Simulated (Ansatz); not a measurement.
# Energy profile

The step: GeH₃Br ([GeH3][Br]) + H₂ → GeH₄ + HBr; bonds formed: Ge1–H7, Br2–H6; bonds broken: Ge1–Br2, H6–H7 (atoms numbered as in the saddle structure below).

| atom | x (Å) | y (Å) | z (Å) |
| --- | --- | --- | --- |
| Ge1 | -0.4897 | -0.4057 | -0.0815 |
| Br2 | 2.2362 | -0.0806 | 0.5159 |
| H3 | 0.0118 | -1.1945 | -1.2818 |
| H4 | -1.8613 | 0.2274 | -0.4395 |
| H5 | -0.5788 | -1.0054 | 1.3137 |
| H6 | 0.7383 | 1.0793 | 0.0884 |
| H7 | -0.0566 | 1.3794 | -0.1151 |

Electronic energies by CCSD(T) at an estimated basis limit (MP2 extrapolated from triple and quadruple zeta, plus CCSD(T) − MP2 in triple zeta), on PBE0-D4/def2-TZVP structures; GeH5Br, closed shell; no counterpoise correction. Program: Ansatz 0.2.0. Basis: def2-TZVPP and def2-QZVPP. Cores are frozen in the correlated methods. Filled d shells of the heavier atoms are correlated. The def2 sets are not built for correlating such inner shells, so the correlated values are less sure here. Extrapolation: Hartree–Fock as exp(−7.88 √X), correlation as X^−2.97.

Problem. Give the profile in kcal/mol, counted from the separated reactants. (An estimate is asked for; the value comes from the calculation.)

Solution. Computed:
```
                                                                                         point  kcal/mol
separated: GeH3Br (linked as [GeH3][Br]; Ge1, Br2, H3, H4, H5; singlet) + H2 (H6, H7; singlet)      0.00
                                                                               start structure     -0.59
                                                                                        saddle     54.14
                                                                                 end structure     12.90
                       separated: GeH4 (Ge1, H3, H4, H5, H7; singlet) + HBr (Br2, H6; singlet)     13.98
```

No T1 diagnostic of these runs exceeds 0.012.

For scale, one of the runs: CCSD(T)/def2-TZVPP, 166 basis functions (an equivalent command: `ansatz run in.yaml --threads 4`). Hardware: 4 CPU threads, shared host. Wall time 52 s; peak host memory 1.4 GiB.
